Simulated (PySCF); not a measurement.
Compound: C6H13NP (charge +1).
SMILES with atom numbers: `[CH3:1][CH2:2][CH2:3][CH2:4][PH2+:5][CH2:6][C:7]#[N:8]` (hydrogens: H9, H10, H11 on C1; H12, H13 on C2; H14, H15 on C3; H16, H17 on C4; H18, H19 on P5; H20, H21 on C6)

Level: PBE0/pcSseg-1 and B3LYP/def2-SVPD in PySCF, non-relativistic, on one gas-phase PBE0-D3(BJ)/def2-SVP geometry that isn't relaxed in the solvent. The solvent is an IEF-PCM continuum (cavity from Bondi-type radii × 1.2). The model holds no explicit solvent molecules, cavitation or dispersion.

Gas phase at PBE0/pcSseg-1: HOMO -13.23 eV, LUMO -5.12 eV.

What does the continuum do to the energy and the frontier levels at PBE0/pcSseg-1 in acetonitrile and water?

```
     solvent      ε  E(solvent) − E(gas) (kcal/mol)  polarisation term (kcal/mol)  distortion of the solute (kcal/mol)  HOMO (eV)  LUMO (eV)
acetonitrile  35.69                          -67.29                        -72.96                                 5.67      -9.40      -0.68
       water  78.36                          -68.56                        -74.54                                 5.98      -9.34      -0.61
```

The polarisation term is half the interaction of the solute with the surface charges that it induces; the rest is the cost of distorting the solute's density. The sum is the electrostatic part of solvation alone. From acetonitrile to water the lowering changes by a factor 1.02, Born's factor 1 − 1/ε by 1.02 and ε itself by 2.2.

Which radius a makes Born's formula ΔE = −(q²/2a)(1 − 1/ε) give the value in water?

a = q²(1 − 1/ε)/(2|ΔE|) = 2.39 Å, with q = +1 e and |ΔE| = 0.1093 Eh; the farthest nucleus lies 4.99 Å from the centroid of the nuclei. The formula assumes a point charge at the centre of a sphere.

Which Hirshfeld charges (PBE0/pcSseg-1) respond most in acetonitrile (means over atoms taken as equivalent)?

```csv
atoms,environment,gas (e),solvent (e),change
N8,nitrile nitrogen,-0.140,-0.245,-0.105
P5,phosphonium phosphorus,+0.488,+0.523,+0.035
C7,nitrile carbon,+0.086,+0.115,+0.029
H20/H21,methylene hydrogen,+0.104,+0.117,+0.013
H18/H19,P–H hydrogen,+0.076,+0.088,+0.012
C6,sp3 carbon bound to phosphorus,-0.043,-0.032,+0.011
```

Gas phase at B3LYP/def2-SVPD: HOMO -13.01 eV, LUMO -5.30 eV.

What does the continuum do to the energy and the frontier levels at B3LYP/def2-SVPD in acetonitrile?

| solvent | ε | E(solvent) − E(gas) (kcal/mol) | polarisation term (kcal/mol) | distortion of the solute (kcal/mol) | HOMO (eV) | LUMO (eV) |
| --- | --- | --- | --- | --- | --- | --- |
| acetonitrile | 35.69 | -67.44 | -73.67 | 6.23 | -9.17 | -0.90 |

The atom shares or the degeneracy of the HOMO differ from the gas phase in acetonitrile, so that column needn't follow one orbital. The atom shares or the degeneracy of the LUMO differ from the gas phase in acetonitrile, so that column needn't follow one orbital.

How does the static polarisability (B3LYP/def2-SVPD, frozen core, with the continuum's full static response) change?

```json
{"medium": "gas", "isotropic (au)": "96.7", "principal values (au)": "75.6, 87.8, 126.7", "⟨r²⟩ of the electrons (bohr²)": "2024.6"}
{"medium": "acetonitrile", "isotropic (au)": "128.6", "principal values (au)": "108.9, 121.0, 155.8", "⟨r²⟩ of the electrons (bohr²)": "2036.6"}
```

The isotropic value in acetonitrile is 1.33 times the gas-phase one; no cavity-field correction is applied. ⟨r²⟩ is taken about the centre of nuclear charge.

The run took 34 s of wall time on an Arm Neoverse V1 with one thread, on a shared host, and the process peaked at 1.2 GiB of memory. This is the whole shielding run at PBE0/pcSseg-1 in water, SCF included.

Conformer computed: `[CH3:1][CH2:2][CH2:3][CH2:4][PH2+:5][CH2:6][C:7]#[N:8]`: C1–C2–C3–C4 175°, C2–C3–C4–P5 56°, C3–C4–P5–C6 166°, C4–P5–C6–C7 179°.
